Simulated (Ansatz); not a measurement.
`[NH2][Ga]([Cl])[O][SiH3]` + HBr → `[NH2][Ga]([Cl])[Br]` + `O[SiH3]` at 500 K and 1 bar (ligand exchange at a Ga–O bond).

Program: Ansatz. Geometries: PBE0-D4/def2-TZVP. ΔE: electronic, gas phase. CCSD(T)/CBS adds triple-zeta CCSD(T) − MP2 to the extrapolated MP2 energy (def2 sets, frozen cores). For Br, Ga outer-core shells are correlated without core-valence functions, which leaves a few kJ/mol of doubt a bond. Scalar relativity is left out up to krypton. Each species was taken in one conformer, which may not be the lowest.

```tsv
species	CCSD(T)/CBS energy (Eh)	H − E (kJ/mol)	S (J/(mol·K))
`[NH2][Ga]([Cl])[O][SiH3]`	-2805.83543	202.7	485.3
HBr	-2573.91920	30.5	213.7
`[NH2][Ga]([Cl])[Br]`	-5013.08446	111.9	416.5
`O[SiH3]`	-366.69042	127.5	292.9
```

H − E and S are ideal-gas, rigid-rotor, harmonic terms from PBE0-D4/def2-TZVP, for one conformer and one mirror image of each species. 1 Eh = 2625.50 kJ/mol, R = 8.31446 J/(mol·K).

Task: By hand: ΔE, ΔH, ΔS and ΔG.

Result: ΔE = (-5013.08446) + (-366.69042) − (-2805.83543) − (-2573.91920) = -0.02025 Eh = -53.2 kJ/mol. Δ(H − E) = 111.9 + 127.5 − 202.7 − 30.5 = 6.2, so ΔH = -47.0 kJ/mol. ΔS = 416.5 + 292.9 − 485.3 − 213.7 = 10.4 J/(mol·K). ΔG = -47.0 − 500 × (10.4)/1000 = -52.2 kJ/mol.

Task: By hand: the equilibrium constant, and the temperature at which ΔG would vanish if ΔH and ΔS stayed fixed.

Result: log₁₀ K = −ΔG/(RT ln 10) = 5.5. ΔH and −TΔS have one sign here, so there is no such temperature.

The number of gas molecules stays the same, so ΔS is small and ΔH decides. A doubt of 5 kJ/mol in ΔE shifts log₁₀ K by 0.5 here. Other conformers and mirror images would add mixing entropy, several J/(mol·K) or more a flexible species. Modes under 60 cm⁻¹, often nearly free rotors, make the harmonic entropy too high. These are equilibria of isolated gas molecules and say nothing of rates. Largest T1 diagnostic: 0.012 (customary marks: 0.02 for closed shells, 0.045 for open ones).

ΔS is within the doubt of such terms, so its sign, and with it that verdict, could turn.
